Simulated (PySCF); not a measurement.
Nuclear quadrupole coupling in `P[SiH2][GeH3]`

GeH7PSi.
Atom-mapped SMILES: `[PH2:1][SiH2:2][GeH3:3]` (hydrogens: H4, H5 on P1; H6, H7 on Si2; H8, H9, H10 on Ge3)

Structure used (PBE0-D3(BJ)/def2-SVP), in Å, numbered top down from 1:
```
atom  x, y, z in Å
P1     1.9041    0.8671    0.8220
Si2    0.3176   -0.5888    0.1059
Ge3   -1.8161    0.2639    0.7329
H4     2.9484    0.2904    0.0352
H5     1.5755    1.8457   -0.1661
H6     0.3573   -0.8276   -1.3713
H7     0.5558   -1.8923    0.7996
H8    -2.9387   -0.6895    0.2833
H9    -2.0476    1.6375    0.0745
H10   -1.8923    0.4362    2.2606
```

Field gradients from the PBE0/pcSseg-1 density (PySCF, non-relativistic), principal values in atomic units, ordered |Vxx| ≤ |Vyy| ≤ |Vzz|:

| atom | Vxx | Vyy | Vzz |
| --- | --- | --- | --- |
| Ge3 | -0.0152 | -0.0587 | 0.0740 |

Find the asymmetry η = (Vxx − Vyy)/Vzz and the couplings χ = eQV/h (234.96 MHz × Q in barn × V in au), with Q(73Ge) = −0.196 b.

```json
{"atom": "Ge3", "environment": "germanium bonded to Si and 3 H", "nucleus": "73Ge", "η": "0.59", "χzz (MHz)": "-3.406", "χxx (MHz)": "0.702", "χyy (MHz)": "2.704"}
```

What is Vzz at Ge3 in SI units (1 au = 9.71736 × 10²¹ V/m²)?

0.0740 au = 0.719 × 10²¹ V/m².

And the gradient at the other heavy atoms, for which no coupling is worked out here?

```
atom                  environment  Vzz (au)     η
  P1  three-coordinate phosphorus    -1.001  0.32
 Si2                 SiH2 silicon     0.197  0.48
```

What couplings would deuterons (Q(2H) = 0.00286 b) have in place of the hydrogens, at this geometry?

```csv
atom,bonded to,bond length (Å),Vzz (au),η,χzz (kHz)
H4,P1,1.429,0.1701,0.08,114
H5,P1,1.429,0.1695,0.09,114
H6,Si2,1.497,0.1400,0.01,94
H7,Si2,1.496,0.1409,0.02,95
H8,Ge3,1.540,0.1341,0.01,90
H9,Ge3,1.541,0.1338,0.01,90
H10,Ge3,1.539,0.1342,0.01,90
```

Isolated species at its PBE0-D3(BJ)/def2-SVP geometry (one conformer only). The calculation is non-relativistic, for germanium too. A larger basis could move these couplings by a tenth or more.
